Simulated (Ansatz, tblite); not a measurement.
Spin states of Pd3H4⁻ (the lowest doublet isomer of a short search), each relaxed with PBE-D4/def2-TZVPD in Ansatz. Electronic energies in the gas phase.

In the def2 sets Pd takes a core potential; there is no spin–orbit coupling. The xTB rows come from tblite. B3LYP takes the VWN-RPA correlation. Another isomer (doublet) lies 0.13 eV lower at PBE0-D4/def2-TZVPD.

Doublet geometry:

```
atom   x (Å)   y (Å)   z (Å)
 Pd1  -0.004   0.201   1.154
 Pd2  -1.318  -0.177  -1.240
 Pd3   1.157   0.931  -1.220
  H4   0.197  -0.315  -1.934
  H5  -0.557  -0.244   2.589
  H6   1.608   0.393   0.289
  H7  -1.083  -0.789   0.363
```

Quartet geometry:

```tsv
atom	x (Å)	y (Å)	z (Å)
Pd1	0.758	-0.618	-0.796
Pd2	-0.801	1.421	-0.006
Pd3	-0.950	-0.916	1.280
H4	-1.638	0.665	1.342
H5	1.102	-0.532	-2.375
H6	0.697	-1.119	0.978
H7	0.833	1.099	-0.423
```

⟨S²⟩: doublet 0.78 at PBE0-D4/def2-TZVPD (pure 0.75), quartet 3.77 at PBE0-D4/def2-TZVPD (pure 3.75).

Run but left out: HF/STO-3G, HF/def2-TZVPD, MP2/def2-TZVPD (doublet: ⟨S²⟩ 1.73 to 4.48, where a pure state has 0.75).

Only these spin states were relaxed. Higher spins weren't run and may lie lower.

```tsv
level	quartet − doublet (kJ/mol)	lowest of these	remarks
GFN1-xTB	103.8	doublet	–
PBE-D4/def2-TZVPD	95.1	doublet	HOMO above zero (doublet), HOMO above zero (quartet)
r2SCAN-D4/def2-TZVPD	82.7	doublet	HOMO above zero (quartet)
B97M-V/def2-TZVPD	74.7	doublet	HOMO above zero (quartet)
B3LYP-D4/def2-TZVPD	81.0	doublet	–
PBE0-D4/def2-TZVPD	71.2	doublet	–
r2SCAN0-D4/def2-TZVPD	57.4	doublet	–
ωB97X-V/def2-TZVPD	47.5	doublet	spin-contaminated (⟨S²⟩ 0.91) (doublet)
```

Change of the quartet − doublet gap on mixing in exact exchange, in kJ/mol: PBE to PBE0 (25 % exact exchange) -23.9; r2SCAN to r2SCAN0 (25 % exact exchange) -25.3.

The xTB methods have no spin-polarisation term.
